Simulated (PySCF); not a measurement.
A PySCF script (with the pyscf-properties extension) for the NMR shieldings of `[F][Al@-]1([Cl])[Cl+][Al@@H-]([CH]2CCC2)[Cl+]1`, C₄H₈Al₂Cl₃F, on a GFN2-xTB geometry:

```python
import basis_set_exchange as bse
import numpy as np
from pyscf import gto, dft
from pyscf.prop import nmr

atoms = """
F     4.349345    2.375992   -0.174311
Al    3.811293    0.888062   -0.642497
Cl    4.959533   -0.582935   -1.409931
Cl    2.538942    0.193869    1.020652
Al    0.777640    0.640629   -0.185061
C    -0.473126   -0.846179   -0.529115
C    -1.674953   -0.133993   -1.215518
C    -2.559298   -0.470826   -0.014413
C    -1.322347   -0.902760    0.774205
Cl    2.015542    1.291844   -1.859621
H     0.186444    1.933230    0.419799
H    -0.340217   -1.847552   -0.940674
H    -1.516434    0.946817   -1.316768
H    -1.995148   -0.530294   -2.177210
H    -3.128439    0.357529    0.405152
H    -3.238677   -1.298422   -0.213934
H    -1.016624   -0.143369    1.504152
H    -1.382236   -1.865324    1.278677
"""
names = dict.fromkeys(["F", "Al", "Cl", "C", "H"], "pcSseg-1")
basis = {el: gto.basis.parse(bse.get_basis(n, elements=[el], fmt="nwchem")) for el, n in names.items()}
mol = gto.M(atom=atoms, basis=basis, charge=0, verbose=0)
mf = dft.RKS(mol, xc="PBE0")
mf.grids.level = 2
mf.grids.alignment = dft.numint.BLKSIZE   # the property module wants whole blocks of grid points
mf.conv_tol = 1e-9
mf.kernel()

calc = nmr.RKS(mf)   # GIAO
C = mf.mo_coeff
Co = C[:, mf.mo_occ > 0]
resp = mf.gen_response(singlet=True, hermi=2)
def vind(x):   # induced exchange potential for any number of trial vectors
    d = np.einsum("pi,xij,qj->xpq", C, 2 * x.reshape(-1, C.shape[1], Co.shape[1]), Co, optimize=True)
    return np.einsum("xpq,pi,qj->xij", resp(d - d.transpose(0, 2, 1)), C, Co, optimize=True).ravel()
mo1, _ = nmr.rhf.solve_mo1(calc, with_cphf=vind)
sigma = calc.kernel(mo1)
for i, s in enumerate(sigma):   # ppm
    w = np.linalg.eigvalsh((s + s.T) / 2)
    print("%2d %-2s iso %8.1f  s11 %8.1f  s22 %8.1f  s33 %8.1f" % (i, mol.atom_pure_symbol(i), w.mean(), *w))
```

Task: What does it print?

Result: 
```
 0 F  iso    326.7  s11    284.2  s22    300.0  s33    396.0
 1 Al iso    478.8  s11    412.2  s22    449.2  s33    574.9
 2 Cl iso    960.1  s11    902.1  s22    911.4  s33   1066.8
 3 Cl iso    884.6  s11    821.1  s22    895.0  s33    937.6
 4 Al iso    439.7  s11    370.9  s22    418.6  s33    529.7
 5 C  iso    172.3  s11    150.4  s22    180.5  s33    186.0
 6 C  iso    163.4  s11    147.1  s22    160.7  s33    182.5
 7 C  iso    160.2  s11    138.5  s22    162.7  s33    179.5
 8 C  iso    163.4  s11    147.0  s22    160.7  s33    182.6
 9 Cl iso    885.3  s11    821.3  s22    895.4  s33    939.0
10 H  iso     27.3  s11     23.6  s22     25.6  s33     32.6
11 H  iso     29.3  s11     26.7  s22     28.4  s33     32.8
12 H  iso     29.5  s11     25.3  s22     30.7  s33     32.4
13 H  iso     29.6  s11     25.7  s22     27.3  s33     35.7
14 H  iso     29.4  s11     25.9  s22     26.1  s33     36.2
15 H  iso     29.0  s11     25.4  s22     26.8  s33     34.8
16 H  iso     29.5  s11     25.3  s22     30.7  s33     32.4
17 H  iso     29.6  s11     25.7  s22     27.2  s33     35.7
```

These numbers come from an equivalent density-fitted implementation of the same equations, which agrees with the script to about 0.01 ppm for H and up to a few tenths of a ppm for heavy atoms, so last digits may differ.

Size and cost of the density-fitted run: 245 basis functions, 61 s wall time on 1 thread of an AMD EPYC 9R14, shared host; peak memory 1.1 GiB.
